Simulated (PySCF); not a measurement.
Ca(Cl)2 cation (CaCl2), SMILES [Cl][Ca][Cl] (connectivity only; charge and spin as stated), charge +1, multiplicity 2. Atoms are numbered in the order given.

```xyz
3

Ca     0.0000     0.0000     1.3102
Cl     0.0000     1.3627    -0.7707
Cl     0.0000    -1.3627    -0.7707
```
Charge +1, spin multiplicity 2.

Coordinates come from a PBE-D3(BJ)/def2-TZVP optimisation. The multiplicity is an assumed one; other spin states were not compared. The isomer is the one that the SMILES or the coordinates give; other isomers of the formula were not compared.

All values below come from PBE0/def2-TZVPD run with PySCF.

The molecule is in vacuum.

```yaml
total_energy: -1597.36208 hartree
point_group: C2v
"α spin, highest occupied and lowest empty level": -13.21 and -6.87 eV
"β spin, highest occupied and lowest empty level": -13.34 and -9.77 eV
dipole_moment_about_the_centre_of_nuclear_charge: 9.95 D
mean_static_polarisability: 53.9 bohr³ (7.99 Å³)
polarisability_principal_values: 33.8, 46.0, 82.0 bohr³
"⟨S²⟩": 0.757 (pure state 0.75)
```
